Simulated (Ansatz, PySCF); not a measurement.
CH5F3Si2, SMILES F[SiH]([Si@@H](F)C)F. Atoms are numbered in the order given.

```xyz
11

C     -2.1944     0.8795    -0.6888
Si    -0.9683    -0.4911    -0.3930
F     -1.5608    -1.5239     0.7271
Si     1.0379     0.3687     0.4588
F      1.4749     1.5794    -0.5313
F      2.2119    -0.7446     0.3893
H     -3.1365     0.4826    -1.0970
H     -2.4216     1.4211     0.2419
H     -1.7795     1.5989    -1.4131
H     -0.7053    -1.2675    -1.6393
H      1.0083     0.9080     1.8445
```
Charge 0, spin multiplicity 1.

Geometry: PBE0-D3(BJ)/def2-SVP. The structure was generated by enumeration; whether it is a known compound was not checked. Other conformers were not sampled.

Two levels are set side by side: PBE-D3(BJ)/def2-SVP (Ansatz, a quantum-chemistry and plane-wave program) and PBE0-D3(BJ)/def2-SVP (Ansatz). Each level has its own optimised geometry; the coordinates shown are those of the second. Frequencies come from the Hessian of PySCF at each geometry. Differences are taken from unrounded values.

```tsv
quantity	PBE0-D3(BJ)
mean bond length (Å)	1.537
bond C1–Si2 (Å)	1.863
bond Si2–F3 (Å)	1.635
bond Si2–Si4 (Å)	2.343
bond Si4–F5 (Å)	1.624
bond Si4–F6 (Å)	1.619
bond C1–H7 (Å)	1.101
bond C1–H8 (Å)	1.101
bond C1–H9 (Å)	1.102
bond Si2–H10 (Å)	1.492
bond Si4–H11 (Å)	1.487
highest harmonic wavenumber (cm⁻¹)	3172
mean harmonic wavenumber (cm⁻¹)	1039
zero-point energy (kcal/mol)	40.12
```

What does PBE-D3(BJ) give, and how far is it from PBE0-D3(BJ)? (Estimate from the structure and the level; the computed values follow.)


| quantity | PBE-D3(BJ) | PBE-D3(BJ) minus PBE0-D3(BJ) |
|---|---|---|
| mean bond length (Å) | 1.548 | 0.012 |
| bond C1–Si2 (Å) | 1.875 | 0.012 |
| bond Si2–F3 (Å) | 1.650 | 0.015 |
| bond Si2–Si4 (Å) | 2.353 | 0.010 |
| bond Si4–F5 (Å) | 1.640 | 0.016 |
| bond Si4–F6 (Å) | 1.635 | 0.016 |
| bond C1–H7 (Å) | 1.109 | 0.008 |
| bond C1–H8 (Å) | 1.108 | 0.008 |
| bond C1–H9 (Å) | 1.110 | 0.008 |
| bond Si2–H10 (Å) | 1.504 | 0.012 |
| bond Si4–H11 (Å) | 1.501 | 0.014 |
| highest harmonic wavenumber (cm⁻¹) | 3085 | -87 |
| mean harmonic wavenumber (cm⁻¹) | 1005 | -35 |
| zero-point energy (kcal/mol) | 38.79 | -1.33 |

Exact exchange shortens and stiffens bonds; PBE has none. Differences between two approximate levels are no errors against the true value.
